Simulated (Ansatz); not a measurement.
CH₃O (SMILES C=[OH+]), charge +1, singlet, geometry from GFN2-xTB. Base run: BLYP/cc-pVTZ run with Ansatz (a first-principles code).

Geometry (Å):
```xyz
5

C     -0.5815     0.1921     0.0023
O      0.5473    -0.2755     0.0007
H     -1.4194    -0.5199     0.0353
H     -0.8207     1.2638    -0.0266
H      1.3509     0.3076    -0.0280
```
Charge +1, spin multiplicity 1.
All else is at Ansatz's defaults.
Base energy -114.80185 Eh.

Each row names what was changed in the base input (with any setting that the change needs).

```
change                                                           ΔE vs base (kcal/mol)
---------------------------------------------------------------  ---------------------
base                                                                             0.000
forces = on                                                                      0.000
final_grid = 14, 28, 59                                                          0.000
point_charge = charge:-1.0 position_ang:3.1326, -0.362, 3.0461                   -75.6
accuracy = high                                                                  0.001
point_charge = charge:0.5 position_ang:-0.0471, -3.8939, 1.9678                  34.09
lower_state_search = light                                                       0.000
nuclear_model = gaussian                                                         0.010
fitting.mean_field = cc-pVTZ-JKFIT                                              -0.015
lower_state_search = full                                                        0.000
fitting.mean_field = def2-universal-JKFIT                                       -0.046
```
